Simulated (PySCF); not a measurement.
CH₈Ge₂, SMILES [GeH3][CH2][GeH3].

Geometry optimised at PBE0-D3(BJ)/def2-SVP.

Calculation: r2SCAN/def2-TZVP (PySCF).

Symmetry labels are those of the subgroup C2v that the program uses (full group C2v).

Computed valence orbital energies around the gap with their symmetry:
```
orbital  symmetry  energy (eV)
-------  --------  -----------
HOMO−7         A1       -13.49
HOMO−6         B2       -10.80
HOMO−5         A1        -9.42
HOMO−4         B1        -8.63
HOMO−3         A2        -8.43
HOMO−2         B2        -8.34
HOMO−1         A1        -7.99
HOMO           B1        -7.57
LUMO           A1         0.06
LUMO+1         A1         0.45
LUMO+2         A1         0.96
LUMO+3         B1         1.07
```
